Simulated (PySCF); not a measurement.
# A survey of $^{31}$P NMR shifts

Fast rotation and ring inversion assumed for equivalent nuclei, in vacuum, relativity neglected, one conformer. NMR shieldings at PBE0/pcSseg-1/GIAO; structure optimised with GFN2-xTB; PySCF 2.14.0 with density-fitted response routines.

Shieldings were converted by a linear fit to measured shifts: $^{31}$P (scatter 18.1 ppm rms vs H3PO4, solution or neat liquid). A few per cent of atoms miss by over 2 rms, more outside the fitted compound classes.

Q: Give the $^{31}$P shifts of `CC(=O)c1oc(C=O)pc1Cl`.

A: 
| compound | environment | δ (ppm) |
| --- | --- | --- |
| CC(=O)c1oc(C=O)pc1Cl | phosphorus bonded to 2 C, in a 5-membered ring | 188.3 |

Q: Order these by $^{31}$P shift, lowest first.
A. C#Cc1pc(C)oc1Cl
B. C=C[C@H]1C=C[P@](=C)(C)C=C1
C. Cc1cpc(C)c(C)c1C
D. CP(C)Cc1ccccc1
E. C=P(C)(C)c1ccccc1

A: D (-42.2 ppm, phosphorus bonded to 3 C), B (-26.7 ppm, phosphorus bonded to 4 C, in a 6-membered ring), E (-1.4 ppm, phosphorus bonded to 4 C), A (136.3 ppm, phosphorus bonded to 2 C, in a 5-membered ring), C (184.0 ppm, phosphorus bonded to 2 C, in a 6-membered ring).
